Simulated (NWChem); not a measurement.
Molecule: HO₂, doublet; SMILES [O]O

Program: NWChem. Pople sets run with spherical d functions. Spin-unrestricted. In the optimisation the excess spin sits in a" (Cs, its own frame). The geometry was optimised at PBE0/def2-SVP, spin-unrestricted. No stability test was run on the SCF state. Level: PBE0/6-31G* with COSMO at NWChem's default radii, gas-phase geometry; rows give the dielectric constant. Reactions with the solvent are ignored.

```csv
dielectric constant,electrostatic solvation energy (kcal/mol),dipole in solution (D)
1.5,-1.9,2.44
2.4,…,…
11.7,-5.7,2.73
46.7,-6.1,2.76
78.4,-6.2,2.76
```

Q: What belongs in the gaps?

A: 
- 2.4, electrostatic solvation energy (kcal/mol): -3.4
- 2.4, dipole in solution (D): 2.56
